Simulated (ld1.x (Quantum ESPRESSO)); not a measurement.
**Building the ultrasoft potential for P (PBE, non-relativistic).**

* Element: P
* Generator: ld1.x (Quantum ESPRESSO) 7.5
* Type: ultrasoft
* Functional: PBE
* Relativity: non-relativistic
* Frozen core: [Ne]
* Valence charge: 5
* Reference configuration: 3s2 3p1.5 (charge +1.5)
* Partial waves: 3s (bound): rcut 1.00, rcutus 1.30 bohr; 3s channel at 2.75 Ry: rcut 1.00, rcutus 1.30 bohr; 3p (bound): rcut 1.90, rcutus 2.00 bohr; 3p channel at 3.25 Ry: rcut 1.90, rcutus 2.00 bohr
* Local potential: all-electron potential smoothed inside 1.65 bohr (lloc = -2)
* Core correction: none
* Augmentation charge: PSQ, inside the norm-conserving radii

Estimate the cutoffs (Ry, on a coarse ladder) from which the occupation-weighted sum of valence levels, in a spherical-Bessel basis at the reference potential, stays within 10 and 1 mRy of its value at 400 Ry.

21 Ry and 35 Ry.

Does the potential have ghost states?

Ghost state, extra bound levels that the all-electron valence spectrum of the same l lacks: s at -92.3 eV. A true bound ghost makes a file unfit for plane-wave use.

Is the overlap operator S = 1 + Σ q|β⟩⟨β| positive definite (Bessel basis up to 400 Ry)?

Yes: its lowest eigenvalue is 0.60 (s channel).

Which valence shell sets the plane-wave cutoff?

3s: its level needs 25 Ry to come within 1 mRy, against 18 Ry for 3p.

Its largest configuration-test error is +33 meV (3s1 3p4). Test run stopped at test 5 of 7 (negative rho).
